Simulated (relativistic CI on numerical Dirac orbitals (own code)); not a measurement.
**What each ingredient does to the levels of Rh XXXVI**

Base calculation: Dirac-Coulomb-Breit CI, separate exchange-only KLI orbitals for each configuration, model QED, unscaled Slater integrals.

Configurations in the expansion (outside the closed core 1s2): 2s²2p⁶, 2s²2p⁵3s, 2s²2p⁵3p, 2s²2p⁵3d, 2s2p⁶3s, 2s2p⁶3p, 2s2p⁶3d, 2s²2p⁵4s, 2s²2p⁵4p, 2s²2p⁵4d, 2s²2p⁵4f, 2s2p⁶4s, 2s2p⁶4p, 2s2p⁶4d, 2s²2p⁴3s², 2s2p⁶4f. Levels of other configurations are missing.

Variants: (1) Breit term removed; (2) QED terms removed. Shifts of the energy above 2s²2p⁶ ¹S0, in eV, for the lowest level and the first level of each name with at least 55 % of one term (blank where a level changes its place among those of its configuration and J or its character, or is not in the variant):

| Level | Base | Δ(1) | Δ(2) |
| --- | --- | --- | --- |
| 2s²2p⁶ ¹S0 | 0.00 | 0.00 | 0.00 |
| 2s²2p⁵3s ³P°2 | 2787.56 | +3.82 | -0.63 |
| 2s²2p⁵3s ¹P°1 | 2791.97 | +3.75 | -0.63 |
| 2s²2p⁵3p ³D3 | 2897.26 | +3.94 | +0.11 |
| 2s²2p⁵3p ¹P1 | 2897.37 | +3.77 | +0.12 |
| 2s²2p⁵3p ³P2 | 2903.77 | +3.59 | +0.11 |
| 2s²2p⁵3s ³P°0 | 2936.18 | +5.96 | -0.91 |
| 2s²2p⁵3s ³P°1 | 2938.16 | +6.18 | -0.91 |
| 2s²2p⁵3d ³P°0 | 2982.28 | +3.33 | +0.20 |
| 2s²2p⁵3d ³P°1 | 2986.21 | +3.84 | +0.20 |
| 2s²2p⁵3d ³F°3 | 2990.25 | +4.37 | +0.20 |
| 2s²2p⁵3d ³D°2 | 2992.82 | +3.91 | +0.19 |
| 2s²2p⁵3d ³F°4 | 2995.51 | +4.74 | +0.17 |
| 2s²2p⁵3d ¹D°2 | 2998.98 | +4.31 | +0.17 |

At this charge energies of transitions that change n are usually good to better than 1 %, and those within a shell (Δn = 0) to a few per cent.

Ionisation energy from the two ground configurations alone: base 5010.78 eV; Breit term removed 5015.63 eV. The NIST ASD value (semi-empirical) is 5018 eV.

LS names give the leading component of a level, which can be under half, so a name can repeat, a term be missing and a line seem to break the LS rules.
